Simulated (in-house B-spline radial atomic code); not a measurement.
Computed with a B-spline radial atomic code. Model: two electrons, singlet ground state, non-relativistic, full CI in B-splines with partial waves to l = 8 (at full coupling up to 3e-4 hartree above the limit, correlation up to 0.6 % small), density held at that of full coupling by Lieb maximisation.

W(λ) is the mean repulsion in the state of coupling λ less the Hartree energy of the fixed density. Its start is exact exchange, its initial slope is twice the second-order Görling-Levy correlation energy, and its area from 0 to 1 is E_xc. A straight curve means weak, dynamic correlation, and a curve that drops fast and flattens means strong correlation.

Command:
```bash
python run_ac.py task.json out
```
Settings (lengths in bohr, energies in hartree):
```
potential              dot
strength               4.12
lmax                   8
second                 -0.5
```

Time taken, with all properties: 6.2 s on 1 thread of Intel(R) Xeon(R) Processor @ 2.30GHz (shared host).

**W = mean repulsion less Hartree energy, and W of three functionals.**

Given: confinement charge in harmonic well; well frequency 4.12 hartree; nuclear charge -0.5; external potential omega^2 r^2/2 - Z/r.

Computed: LDA exchange minus exact 213.89 millihartree; SCAN exchange minus exact 1.9776 millihartree.

```csv
coupling,W xc (hartree),W xc minus exchange (millihartree),kinetic minus Kohn-Sham (millihartree),LDA (PW92) W minus its exchange (millihartree),PBE W minus its exchange (millihartree),SCAN W minus its exchange (millihartree)
0,-1.4932,0,0,0,0,0
0.02,-1.4952,-2.038,0,-12.96,-3.56,-1.91
0.05,-1.4983,-5.07,0.1,-26.9,-8.65,-4.73
0.12,-1.5052,-12.035,0.7,-52.34,-19.74,-11.13
0.25,-1.5178,-24.564,3,-88.71,-38.45,-22.53
0.4,?,?,?,?,?,?
0.6,-1.5491,-55.863,16.2,-159.17,-81.23,-50.76
0.8,-1.5655,-72.284,27.7,-190.47,-102.3,-65.57
1,?,?,?,?,?,?
1.4,-1.6092,-116.02,75.4,-264.46,-155.95,-105.37
2,-1.646,-152.81,137.7,-320.68,-199.6,-139.59
3,-1.6955,-202.32,260.4,-392.21,-257.94,-187.29
4.5,-1.7505,-257.31,464.2,-469.72,-323.96,-243.12
7,-1.8116,-318.43,809.7,-557.3,-401.22,-309.42
10,-1.8583,-365.12,1201.5,-627.45,-464.63,-362.91
```

(1) What belongs in the row 0.4?

(2) What belongs in the row 1?

(3) What is the PBE exchange minus exact?

**Energy parts, natural occupations and partial-wave weights.**

Computed: total energy 16.0464 hartree; exchange energy -1.4932 hartree; kinetic part of the DFT correlation energy 0.041604 hartree; initial slope twice GL2 -0.10223 hartree; kinetic part over minus potential part 0.47418; Kohn-Sham kinetic 5.3717 hartree; Lieb Oxford ratio E_xc over LDA exchange 1.2033.

| natural | occupation of the shell (electrons) |
| --- | --- |
| s | 1.9914 |
| p | 0.0078425 |
| s | ? |
| d | 0.00032432 |
| p | 5.8397e-05 |
| f | 4.2053e-05 |

(4) What belongs in the row s?

```tsv
wave	weight
s	0.99585
p	0.0039522
d	?
f	2.3031e-05
g	5.2412e-06
```

(5) What belongs in the row d?

(6) What is the Hartree energy?

(7) What is the correlation energy?

## Answers

(1) W xc (hartree): -1.5316; W xc minus exchange (millihartree): -38.398; kinetic minus Kohn-Sham (millihartree): 7.5; LDA (PW92) W minus its exchange (millihartree): -122.23; PBE W minus its exchange (millihartree): -57.89; SCAN W minus its exchange (millihartree): -35.02.

(2) W xc (hartree): -1.5809; W xc minus exchange (millihartree): -87.738; kinetic minus Kohn-Sham (millihartree): 41.6; LDA (PW92) W minus its exchange (millihartree): -217.86; PBE W minus its exchange (millihartree): -121.59; SCAN W minus its exchange (millihartree): -79.55.

(3) 62.658 millihartree.

(4) occupation of the shell (electrons): 0.00033754.

(5) weight: 0.00016905.

(6) 2.9864 hartree.

(7) -0.046134 hartree.

Half-way to full coupling W has made 54 % of its drop, against 50 % for a straight line, and second-order (GL2) theory, half the initial slope, overshoots the correlation energy by about 11 %: a moderate bend, as in light atoms. Over couplings 0 to 1 the errors in E_xc come to about +128 millihartree for LDA, +42 millihartree for PBE, +6.1 millihartree for SCAN, so SCAN is nearest. In LDA and PBE the errors of exchange and correlation have opposite signs, so the sum is smaller than the larger of the two.
